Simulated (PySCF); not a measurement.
Electron correlation in P⁻ (phosphorus, charge -1)

[Ne] 3s2 3p4, high-spin 3P determinant. Calculation: PySCF 2.14, in aug-cc-pV(T+d)Z; the non-relativistic Hamiltonian (point nucleus). Frozen: [Ne]; 6 electrons correlated.

```json
{"level": "CCSD", "correlation energy (mhartree)": "-134.10"}
{"level": "(T)", "correlation energy (mhartree)": "-6.57"}
{"level": "CCSD(T)", "correlation energy (mhartree)": "-140.67"}
```

Diagnostics: T1 = 0.014, D1 = 0.0349, largest double amplitude 0.048.

Cost of the coupled-cluster step: roughly 3 core-seconds, for 6 correlated electrons.
